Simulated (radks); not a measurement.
The numbers below are computed, except where a source is named.
Problem. Valence configurations of In I (all share [Kr]). Code: a radial shooting solver on a logarithmic mesh with Libxc functionals. Model: Dirac Kohn-Sham, PBEsol, spin-unpolarised, spherical densities, point nucleus; open shells are shared between the two j in proportion to 2j + 1. Order these by energy: 4d10 5s2 5p1; 4d10 5p3; 4d7 5s1 5p5; 4d8 5s2 5p3; 4d9 5s1 5p3; 4d9 5s2 5p2; 4d7 5s2 5p4; 4d10 5s1 5p2; 4d10 5s1.5 5p1.5; 4d9.5 5s2 5p1.5.

Solution. From the lowest, in eV above it: 4d10 5s2 5p1 0.000; 4d10 5s1.5 5p1.5 2.898; 4d10 5s1 5p2 5.865; 4d9.5 5s2 5p1.5 8.574; 4d10 5p3 11.986; 4d9 5s2 5p2 18.240; 4d9 5s1 5p3 24.955; 4d8 5s2 5p3 40.863; 4d7 5s2 5p4 67.901; 4d7 5s1 5p5 76.106. NIST lists [Kr] 4d10 5s2 5p1 as the ground configuration; this level of theory agrees among the configurations tried. The energies are those of spherical spin-averaged densities, not of single terms.
